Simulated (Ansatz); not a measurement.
Born–Oppenheimer molecular dynamics of BClH$_{6}$NOP (11 atoms, charge 0, multiplicity 1). It starts at the highest image of a converged band. Of that band: The profile has 2 maxima (images 3, 5) with wells between them (image 4): this band takes more than one step, which may be the mechanism or a detour left from its start path. Neighbouring images differ by up to 1.8 eV, so the band resolves the path poorly. A vibrational analysis at the climbing image gives one clearly imaginary mode, 683i cm⁻¹: a first-order saddle point.

Theory: Ansatz 0.2.0, RKS BLYP-D4/def2-SVP.

- ensemble: NVE (velocity Verlet)
- time step: 0.5 fs
- steps asked: 200
- starting velocities drawn for: 100 K
- seed: 9334

First frame:

```xyz
11
Properties=species:S:1:pos:R:3
B -0.107 0.320 -0.033
Cl -0.409 -0.664 2.053
O 1.217 0.249 -0.394
H 1.425 -0.633 -0.759
N -1.209 -0.229 -0.768
H -2.120 -0.359 -0.328
H -1.275 -0.018 -1.767
P -0.356 2.400 0.527
H -1.602 2.431 1.240
H 0.458 2.698 1.675
H -0.337 0.858 1.372
```

Question: How far do the bonds stretch over the last three quarters of this one trajectory? (Pairs bonded in most of those frames.)

Answer: 
```csv
bond,mean (Å),spread (Å),shortest,longest
B1–Cl2,1.914,0.159,1.72,2.25
B1–O3,1.386,0.024,1.34,1.42
B1–N5,1.416,0.027,1.37,1.47
O3–H4,0.981,0.019,0.95,1.02
N5–H6,1.022,0.013,1.00,1.04
N5–H7,1.024,0.016,1.00,1.05
P8–H9,1.443,0.026,1.40,1.48
P8–H10,1.452,0.015,1.43,1.48
P8–H11,1.442,0.023,1.38,1.48
```

Mean temperature of the second half: 1256 K. The conserved energy stayed within 0.097 meV per atom of its start (net change 0.011 meV per atom), so the integration is sound. The kinetic energy rose, since the run started high on the potential surface and went downhill. It ends in pieces (BClH3NO + H3P), so much of that is their flight and rotation, not heat. A run of 0.1 ps of so small a system gives no equilibrium averages. The orbitals stay closed-shell, which can raise the energy where a bond breaks towards radicals; this wasn't checked here.

Run time: 2.9 min on 4 threads of Intel(R) Xeon(R) CPU @ 2.60GHz (Ice Lake), with other jobs on the host, peak memory 0.18 GiB.
